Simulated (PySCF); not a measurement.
# C$_{6}$H$_{9}$F$_{2}$NO: full NMR table

```
Formula                               : C6H9F2NO
SMILES                                : O=C1C[C@H](C(F)F)CCN1
Point group of the computed structure : C1
Degrees of unsaturation               : 2
Carbon signals                        : 6
Proton signals                        : 9
```

Atom-mapped SMILES (the numbers label the heavy atoms): `[O:1]=[C:2]1[CH2:3][C@H:4]([CH:5]([F:6])[F:7])[CH2:8][CH2:9][NH:10]1`; H(Xn) means a hydrogen on atom n. Ha(C3), Ha(C8), Ha(C9) are cis to C5 on the ring; Hb(C3), Hb(C8), Hb(C9) are trans to C5 on the ring.

Theoretical values (PySCF 2.14): σ from GIAO-PBE0/pcSseg-1, geometry from GFN2-xTB. Relativity neglected, no solvent, one computed conformer.

δ = σ(ref) − σ, references computed at the same level: TMS for ¹H, ¹³C; ¹⁹F vs CFCl3; NH3 for ¹⁵N; ¹⁷O vs H2O.

| carbon | δC, type | δH (multiplicity) | HMBC from (2–3 bonds) | span of the C tensor (ppm) |
| --- | --- | --- | --- | --- |
| C2 | 167.3, C | – | Ha(C9), Hb(C9), Ha(C3), Hb(C3), H(C4) | 174 |
| C3 | 34.5, CH2 | Hb(C3) 2.41 (m); Ha(C3) 2.48 (m) | H(C5), H(C4), Ha(C8), Hb(C8) | 27 |
| C4 | 40.6, CH | 2.31 (m) | H(C5), Ha(C9), Hb(C9), Ha(C3), Hb(C3), Ha(C8), Hb(C8) | 26 |
| C5 | 123.3, CH | 6.06 (m) | Ha(C3), Hb(C3), H(C4), Ha(C8), Hb(C8) | 41 |
| C8 | 25.8, CH2 | Ha(C8) 2.14 (m); Hb(C8) 1.75 (m) | H(C5), Ha(C9), Hb(C9), Ha(C3), Hb(C3), H(C4) | 13 |
| C9 | 41.5, CH2 | Hb(C9) 3.43 (m); Ha(C9) 3.62 (m) | H(C4), Ha(C8), Hb(C8) | 38 |

Other nuclei:
```tsv
atoms	nucleus	environment	δ (ppm)	σ (ppm)
H(N10)	¹H	hydrogen on an amide-type nitrogen	4.67	27.05
F6	¹⁹F	fluorine of a CF2 group	-146.2	317.2
F7	¹⁹F	fluorine of a CF2 group	-147.1	318.1
N10	¹⁵N	amide-type nitrogen	129.2	138.5
O1	¹⁷O	amide-type carbonyl oxygen	431.8	-95.8
```

1. Carbon types of the structure: 1 × C, 2 × CH, 3 × CH2, leaving 1 H on heteroatoms.
2. δC 167.3: amide carbonyl carbon; lone-pair donation from the attached heteroatom keeps it upfield of a ketone carbonyl.
3. δC 123.3: sp3 CH bonded to 2 F; 2 electronegative neighbours deshield it.
4. δC 41.5: sp3 CH2 bonded to N; deshielded by the electronegative neighbour.
5. δC 25.8: sp3 CH2 in a ring; saturated and bonded to C and H only.
6. δH 6.06: hydrogen on an sp3 CH bonded to 2 F; its carbon carries F, an electronegative neighbour.

OH and NH positions are those of a molecule without intermolecular hydrogen bonds; in solution they move with solvent, concentration and temperature, and exchange usually removes their couplings. Amide-type NH protons are broadened by 14N but still split neighbouring CH signals. Splittings by ¹⁹F in the carbon and heteronuclear signals aren't shown, as no couplings were computed. Shifts are as computed. Against solution values, carbons near 30 ppm lie about +3 ppm off and those near 130 ppm about +5 ppm. Of 1211 compounds with measured shifts, 218 miss one by over three times the rms of a fit or turn the order of signals round; such compounds aren't used in these exercises. Hydrogen bonding in solution shields acid and N–H amide carbonyl oxygens by tens of ppm. The C=O carbon of an acid or of an amide with N–H lies up to 10 ppm further downfield in solution, through hydrogen bonding that the calculation lacks. Unscaled 19F shifts against computed CFCl3 carry errors that often reach 10 to 50 ppm. Unscaled 17O shifts of doubly bonded oxygen tend to come out too high, by tens of ppm or more. Experimental scales use liquid or dissolved standards, which lie at an offset from isolated NH3 (liquid NH3: subtract about 20 ppm) and H2O (liquid H2O: subtract about 36 ppm). No couplings were computed; multiplicities are counted from neighbouring protons, with m where these are inequivalent, close in shift, in a saturated or five-membered ring or joined by F or P, and br s for small geminal =CH2 splittings.
